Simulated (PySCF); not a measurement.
C6H9O2 (doublet state).
Z-matrix (Å and degrees, GFN2-xTB geometry), rows numbered from 1:
```
C 
O   1  1.4045
C   2  1.3686  1  117.89
C   3  1.3442  2  126.01  1     1.19
O   4  1.3561  3  123.33  2  -179.83
C   5  1.3522  4  118.58  3    -7.82
C   6  1.4846  5  120.16  4   -16.89
C   3  1.5020  2  113.33  1  -178.73
H   1  1.0887  2  105.84  3  -179.97
H   1  1.0947  2  111.41  3    61.06
H   1  1.0948  2  111.40  3   -61.05
H   4  1.0771  3  125.32  2    -1.91
H   6  1.0740  5  112.71  4  -175.16
H   7  1.1018  6  110.69  5   -74.00
H   7  1.0903  6  109.96  5   167.24
H   8  1.0938  3  109.67  2    88.35
H   8  1.0907  3  109.09  2   -29.56
```

The hyperfine couplings belong to this conformer and change with its torsions.

Identity: `C1O[CH]CCC=1OC` [radical].

The calculation used UKS B3LYP, pcH-1 on C H O, non-relativistic, mean-field spin-orbit, GIAO (PySCF 2.14.0). Geometry: GFN2-xTB, one conformer, isolated molecule. The geometry wasn't refined by DFT: couplings that depend on bond lengths, twists or pyramidal angles can differ widely from those at the functional's own minimum. The SCF solution wasn't tested for stability.

Problem. What is the g tensor, term by term?

Solution. 
```csv
Δg (ppm),1,2,3
relativistic mass correction,-187,-187,-187
gauge correction,-2,31,39
orbital Zeeman/spin–orbit,-28,956,1910
total,-216,800,1763
```

So g = 2.00210, 2.00312, 2.00408 and g_iso = 2.00310; the tensor is rhombic: the two nearest values differ by 49 % of g3 − g1. Axes: g3 points within 4° of the O2–C3 bond.

Problem. How much does each term add to the isotropic shift?

Solution. The orbital-Zeeman/spin–orbit term 946, the mass correction -187 and the gauge correction 23 ppm, for a total of 782 ppm. The orbital-Zeeman/spin–orbit term is the largest in size. The mass correction is the same along every axis, so the anisotropy comes from the other two: their spans along these axes are 41 (gauge) and 1938 ppm (orbital Zeeman/spin–orbit).

Problem. What are the electron Larmor frequencies g μB B/h along the three axes at 3350 mT?

Solution. 93.8735, 93.9211, 93.9662 GHz for g1, g2 and g3, a range of 92.8 MHz.

Problem. In a frozen sample, at which fields do the three g values resonate at 9.5, 34, 94 and 263 GHz (hyperfine left aside), and which band first spreads them over more than twice a line width of 1.0 mT?

Solution. 
```
band    GHz  B(g3) mT  B(g2) mT  B(g1) mT  spread mT
   X    9.5    338.69    338.85    339.02       0.33
   Q   34.0   1212.14   1212.72   1213.34       1.20
   W   94.0   3351.20   3352.81   3354.52       3.31
   J  263.0   9376.24   9380.75   9385.51       9.27
```

The spread grows in proportion to the frequency. W band is the first where it exceeds 2.0 mT.

Largest spin populations (Mulliken): C6 (+0.86), C3 (+0.10) and O5 (+0.09). C6 is the only atom above +0.15. The angles at C6 add up to 356.0°, so it is nearly planar; its axial dipolar tensor and the negative coupling of its proton fit spin in a p orbital normal to that plane.

The HOMO–LUMO gaps are 5.24 eV among the α and 4.82 eV among the β orbitals.
